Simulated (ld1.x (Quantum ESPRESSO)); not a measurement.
**What the settings do to the TM semilocal potential of indium**

Base potential:

ld1.x (Quantum ESPRESSO) 7.5 input, shortened:

```
&input
   title='In', zed=49., rel=1, dft='PBE', iswitch=3,
   config='[Kr] 4d10 5s2 5p1'
 /
 &inputp
   pseudotype=1, tm=.true., lloc=1,
   nlcc=.true.
 /
3
5S  1  0   2.00   0.00  2.25  2.25  0.0
4D  3  2  10.00   0.00  1.80  1.80  0.0
5P  2  1   1.00   0.00  3.10  3.10  0.0
 &test
   configts(1)='4d10 5s2 5p1'
 /
```

Cutoffs, loose and tight: the cutoffs (Ry, on a coarse ladder) from which the occupation-weighted sum of valence levels, in a spherical-Bessel basis at the reference potential, stays within 10 and 1 mRy of its value at 400 Ry. They do not see the model core or the augmentation charge, which bear on the density cutoff. Test errors are all-electron minus pseudo excitation energies from the reference, over the configurations 4d10 5s2 5p0; 4d10 5s1 5p0; 4d10 5s0 5p0; 4d10 5s1 5p1; 4d10 5s2 5p1.3; 4d10 5s0 5p3; 4d10 5s2 5p0.5. A dash means not determined; rows that change the core or the reference have their own tests.

A semilocal file is local in each channel, so a ghost entry of none says nothing of the separable form that plane-wave codes build from it.

| change | outcome | cutoff, loose | cutoff, tight | bound ghosts | largest test error (meV) |
| --- | --- | --- | --- | --- | --- |
| base | generated | 70 Ry | 110 Ry | none | -71 |
| all radii but the core radius scaled by about 0.75 (s 1.68, p 2.32, d 1.36 bohr) | generated | 90 Ry | 140 Ry | none | -46 |
| all radii but the core radius scaled by about 0.84 (s 1.88, p 2.60, d 1.50 bohr) | generated | 80 Ry | 120 Ry | none | -61 |
| all radii but the core radius scaled by about 0.89 (s 2.00, p 2.76, d 1.60 bohr) | generated | 80 Ry | 120 Ry | none | -63 |
| all radii but the core radius scaled by about 0.96 (s 2.16, p 2.98, d 1.72 bohr) | generated | 70 Ry | 110 Ry | none | -67 |
| all radii but the core radius scaled by about 1.03 (s 2.32, p 3.20, d 1.86 bohr) | generated | 70 Ry | 110 Ry | none | -75 |
| all radii but the core radius scaled by about 1.09 (s 2.44, p 3.36, d 1.96 bohr) | generated | 60 Ry | 100 Ry | none | -87 |
| all radii but the core radius scaled by about 1.25 (s 2.82, p 3.88, d 2.26 bohr) | generated | 55 Ry | 90 Ry | none | -181 |
| all radii but the core radius scaled by about 1.33 (s 3.00, p 4.12, d 2.40 bohr) | generated | 50 Ry | 80 Ry | none | -277 |
| all radii but the core radius scaled by about 1.40 (s 3.14, p 4.34, d 2.52 bohr) | generated | 45 Ry | 80 Ry | none | -340 |

(1) What comes out with this change to the base: all radii but the core radius scaled by about 1.19 (s 2.68, p 3.68, d 2.14 bohr)?

Answers

(1) outcome: generated; cutoff, loose: 55 Ry; cutoff, tight: 90 Ry; bound ghosts: none; largest test error (meV): -136.

Reading the sweep of the scale of all radii but the core radius (base = 1) (base included, trends over the rows without a ghost): The loose cutoff falls from 90 Ry at 0.75 to 45 Ry at 1.4. A larger radius leaves more room for a smooth pseudo-wave, so fewer plane waves are needed; a smaller one forces it to follow the all-electron wave where it bends sharply. The median size of the test errors (rows with all tests solved) is not monotonic: lowest 1.4 meV at 0.96, highest 6.9 meV at 1.25.
